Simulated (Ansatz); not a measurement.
The same ligand exchange along the group B, Al, Ga, In.

Computed with Ansatz on PBE0-D4/def2-TZVP structures; ΔE is electronic, products minus reactants. CCSD(T)/CBS adds triple-zeta CCSD(T) − MP2 to the extrapolated MP2 energy (def2 sets, frozen cores). This one scheme is used for every species. def2 core potentials past Kr. For In outer-core shells are correlated without core-valence functions, which leaves a few kJ/mol of doubt a bond. Each species was taken in one conformer, which may not be the lowest.

Question: Order these by ΔE at CCSD(T)/CBS, lowest first. (An estimate is asked.)
A. `[CH3][In]([OH])[OH]` + HCl → `[OH][In]([OH])[Cl]` + CH₄
B. `CB(O)O` + HCl → `OB(O)Cl` + CH₄
C. `[CH3][Al]([OH])[OH]` + HCl → `[OH][Al]([OH])[Cl]` + CH₄

Answer: C (-1.69 eV), A (-1.25 eV), B (-0.96 eV).

Largest T1 diagnostic: 0.016, for `[OH][In]([OH])[Cl]`.
